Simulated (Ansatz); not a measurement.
Process, species as SMILES: N#P (N-P) + H+ → [NH+]#P
B3LYP-D3(BJ)/def2-TZVP geometries, fixed; electronic energies without zero-point terms; positive where energy is released.
Largest species:
```xyz
3

N      0.0000     0.0000    -0.9047
P      0.0000     0.0000     0.5502
H      0.0000     0.0000    -1.9194
```
Charge +1, spin multiplicity 1.

Basis-set convergence of the proton affinity at B3LYP with Ansatz (an electronic-structure program). Cartesian d functions, on some or all atoms, in 6-31G*, 6-31G**, 6-311G**; all else is spherical. The program fits the integrals of some runs and decomposes those of others, by size. The proton sits at the site shown, which need not be the one that binds it best. No added dispersion term, no relativity. Functions are those of the species that has most. Reference: the value in pcseg-4, 198.45 kcal/mol, itself unsure by roughly 0.05 kcal/mol (its mean distance from aug-pcseg-3, aug-cc-pV(Q+d)Z, cc-pV(5+d)Z). Deviations are taken from unrounded values.

```json
[
 {"basis": "STO-3G", "functions": "15", "proton affinity (kcal/mol)": "242.09", "minus reference (kcal/mol)": "43.64"},
 {"basis": "3-21G", "functions": "24", "proton affinity (kcal/mol)": "197.45", "minus reference (kcal/mol)": "-1.01"},
 {"basis": "6-31G", "functions": "24", "proton affinity (kcal/mol)": "195.58", "minus reference (kcal/mol)": "-2.87"},
 {"basis": "6-31G*", "functions": "36", "proton affinity (kcal/mol)": "195.64", "minus reference (kcal/mol)": "-2.81"},
 {"basis": "6-31G**", "functions": "39", "proton affinity (kcal/mol)": "197.94", "minus reference (kcal/mol)": "-0.52"},
 {"basis": "6-311G**", "functions": "51", "proton affinity (kcal/mol)": "198.31", "minus reference (kcal/mol)": "-0.15"},
 {"basis": "def2-SVPD", "functions": "52", "proton affinity (kcal/mol)": "197.70", "minus reference (kcal/mol)": "-0.76"},
 {"basis": "aug-pcseg-1", "functions": "59", "proton affinity (kcal/mol)": "192.92", "minus reference (kcal/mol)": "-5.53"},
 {"basis": "def2-TZVPD", "functions": "89", "proton affinity (kcal/mol)": "197.73", "minus reference (kcal/mol)": "-0.73"},
 {"basis": "def2-TZVPPD", "functions": "102", "proton affinity (kcal/mol)": "198.20", "minus reference (kcal/mol)": "-0.25"},
 {"basis": "aug-pcseg-2", "functions": "119", "proton affinity (kcal/mol)": "198.10", "minus reference (kcal/mol)": "-0.36"},
 {"basis": "def2-QZVPPD", "functions": "172", "proton affinity (kcal/mol)": "198.31", "minus reference (kcal/mol)": "-0.15"},
 {"basis": "aug-pcseg-3", "functions": "223", "proton affinity (kcal/mol)": "198.42", "minus reference (kcal/mol)": "-0.03"}
]
```

The smallest set listed that lies within 2 kcal/mol of the reference with all its larger relatives (same family, alike in diffuse functions; a set with none counts only in the reference's own line) is 6-31G** (39 functions, -0.52 kcal/mol off). Inside the window by cancellation, since a larger relative falls out: 3-21G.
